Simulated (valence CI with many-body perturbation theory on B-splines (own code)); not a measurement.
Questions on Fe12+

Level of theory: relativistic CI+MBPT: four valence electrons over a frozen Dirac-Fock core [Ne], radial functions for each j: 9 s, 9 p, 8 d, 6 f, 3 g, 1 h, with the one-electron correlation potential Σ1, the two-electron term Σ2, the three-electron term Σ3, Breit, model QED; selected CI, second order for the rest (own B-spline code, finite nucleus).

No measured spectrum was set against this ion. As an estimate, levels of excited configurations hold to 0.05 to 0.15 % of their energy, terms of the ground configuration to about 0.5 %.

Rates and lifetimes use the calculated energies. Strong lines usually hold to 10 to 20 %, long lifetimes can be off by a factor of two.

(1) What is the ground level?

(2) Among levels below 651810 cm⁻¹, which E1 lines absorb most strongly from the ground level?

(3) What are the static dipole polarisabilities of the lowest levels?

(4) How well does LS coupling describe the low levels?

(5) Name the longest-lived excited levels whose lifetime is computed, and their main decay.

## Answers

(1) 3s²3p² ³P_0, composition 93 % 3s²3p² ³P + 3 % 3s²3p² ¹S.

(2) to 3s²3p3d ³P°_1 at 20.20 nm, f = 0.842; to 3s3p³ ³S°_1 at 24.04 nm, f = 0.174; to 3s²3p3d ³D°_1 at 19.74 nm, f = 0.132.

(3) 3s²3p² ³P_0 0.341; 3s²3p² ³P_1 0.344 (tensor 0.014); 3s²3p² ³P_2 0.345 (tensor -0.021); 3s²3p² ¹D_2 0.345 (tensor 0.050) bohr³, of which the core gives 0.00562.

(4) Among the lowest 20 levels the leading LS term, summed over configurations, holds 91 % on average. For single configurations the figures are 82 % in LS and 65 % in jj coupling. Terms mix most in the J = 2 level at 486580 cm⁻¹, where the leading one holds 50 %.

(5) 3s²3p² ³P_2 at 18582 cm⁻¹ lives 101 ms, mostly by M1 to 3s²3p² ³P_1; 3s²3p² ³P_1 at 9299 cm⁻¹ lives 71.5 ms, mostly by M1 to 3s²3p² ³P_0; 3s²3p² ¹D_2 at 48223 cm⁻¹ lives 6.28 ms, mostly by M1 to 3s²3p² ³P_2. The lifetime of 3s²3p3d ³F°_4 is too uncertain to give, and may be longer.
